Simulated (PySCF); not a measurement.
Si(Br)2(OH)2 (Br2H2O2Si), SMILES O[Si](O)(Br)Br. Atoms are numbered in the order given.

```xyz
7

O     -0.0773     1.3786     1.5867
Si     0.0000     0.0000     0.6888
O      0.0773    -1.3786     1.5867
Br    -1.8345     0.0060    -0.5579
Br     1.8345    -0.0060    -0.5579
H      0.7423     1.6648     2.0109
H     -0.7423    -1.6648     2.0109
```

The structure is a stationary point at B3LYP-D3(BJ)/def2-SVP. One conformer was computed; it need not be the lowest.

Computed with PySCF with PBE/def2-TZVP.

```
Quantity                                                                                                       Result
---------------------------------------------------------------------------------------------  ----------------------
total energy                                                                                      -5588.66173 hartree
point group                                                                                                        C2
highest occupied level                                                                                       -7.27 eV
lowest empty level                                                                                           -1.35 eV
orbital gap                                                                                                   5.92 eV
dipole moment                                                                                                  1.73 D
quadrupole, principal values (traceless, Buckingham form, about the centre of nuclear charge)   -9.57, 3.73, 5.84 D·Å
mean static polarisability                                                                      70.1 bohr³ (10.38 Å³)
polarisability, principal values                                                               58.2, 66.9, 85.1 bohr³
```
